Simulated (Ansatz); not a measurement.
Breaking the Si1–F3 bond in FHSi (SMILES F[SiH]) (multiplicity 1 held, fragments rigid). Energies count from the point at 1.620 Å.
Geometry at that point (charge 0, multiplicity 1):
```xyz
3

Si    -0.2073    -0.3454     0.4496
H     -1.0031    -1.1949    -0.5558
F      0.4339     0.6700    -0.6376
```

R- and RO- levels are restricted; in cc, def2 and unpolarised 6-31G sets they are followed outwards from rest. Active spaces are followed from a long bond inwards. Curves can end on different states.

Correlated levels freeze the cores.

Programs: Ansatz (a first-principles code) with Gaussian orbitals. 

R-PBE/cc-pV(T+d)Z gives 139.55 kcal/mol for the energy at R = 5.184 Å.

### Question
How do the other levels lie against it? Give each less PBE: R-r2SCAN/cc-pV(T+d)Z, R-wB97X-V/cc-pV(T+d)Z, R-MP2/cc-pV(T+d)Z, SC-NEVPT2 on CASSCF(6,4)/cc-pV(T+d)Z, FIC-MRCISD+Q on CASSCF(6,4)/cc-pV(T+d)Z.

### Answer
R-r2SCAN/cc-pV(T+d)Z 11.37; R-wB97X-V/cc-pV(T+d)Z 44.39; R-MP2/cc-pV(T+d)Z 49.96; SC-NEVPT2 on CASSCF(6,4)/cc-pV(T+d)Z 0.19; FIC-MRCISD+Q on CASSCF(6,4)/cc-pV(T+d)Z -1.08 kcal/mol. 4 of 5 lie above PBE; the widest gap is to R-MP2/cc-pV(T+d)Z.

Doubts at one or more of the structures used: a restricted determinant that unrestricted orbitals would lower (R-PBE/cc-pV(T+d)Z, R-r2SCAN/cc-pV(T+d)Z, R-wB97X-V/cc-pV(T+d)Z, R-MP2/cc-pV(T+d)Z); active orbitals that take no part (SC-NEVPT2 on CASSCF(6,4)/cc-pV(T+d)Z, FIC-MRCISD+Q on CASSCF(6,4)/cc-pV(T+d)Z).
